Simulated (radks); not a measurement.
The numbers below are computed, except where a source is named.
W LIII, 22 electrons, occupied as [Ar] 3d4 (the NIST ground configuration).

Code: a radial shooting solver on a logarithmic mesh with Libxc functionals. Model: scalar-relativistic Kohn-Sham, LDA (Slater exchange, VWN5 correlation), spin-polarised, spherical densities, finite nucleus; open shells are filled with parallel spins first (spin-orbit coupling, left out, can overturn this in heavy ions); Fermi nuclear charge, rms radius 5.3658 fm.

Energy parts (hartree):
total: -13673.2240
kinetic: 15274.7377
electron-nucleus: -30693.0470
Hartree: 1935.9606
exchange-correlation: -190.8752

Orbitals (lengths in bohr, moments of r in powers of bohr; r(max) is where P^2 peaks):
orbital  occ.  eigenvalue (hartree)       <r^4>   r(max)
1s up       1             -2674.755   5.829e-07  0.01147
1s down     1             -2674.731   5.828e-07  0.01147
2s up       1             -561.7312  0.00008521  0.06558
2s down     1             -560.9604  0.00008497  0.06554
2p up       3             -507.2479  0.00006628  0.05374
2p down     3             -506.6211  0.00006601  0.05370
3s up       1             -209.6858    0.002573   0.1799
3s down     1             -208.8416    0.002591   0.1800
3p up       3             -193.4964    0.002612   0.1766
3p down     3             -192.6446    0.002633   0.1768
3d up       4             -177.3533    0.001797   0.1413
3d down     0             -176.2973    0.001820   0.1415

The highest occupied level is 3d up at -4826.0 eV. The spin density at the nucleus is -71.5 e/bohr^3 (1s -18.8, 2s -175.9, 3s 123.2). The electron density at the nucleus is 1.505e+06 e/bohr^3 (large components only). Spin moment in Bohr magnetons: 4. For comparison, the ionisation energy in NIST's Atomic Spectra Database is 4927 eV (semi-empirical). In exact Kohn-Sham theory the highest level is minus the ionisation energy, but local and semilocal functionals leave it too shallow, through self-interaction and a potential that decays too fast; potentials with the right tail come closer. Summed over all electrons, <r^2> = 0.5134 bohr^2, which gives a Langevin (diamagnetic) susceptibility term of -0.407 x 10^-6 cm^3/mol. The density falls to 0.001 e/bohr^3 at r = 0.61 bohr.
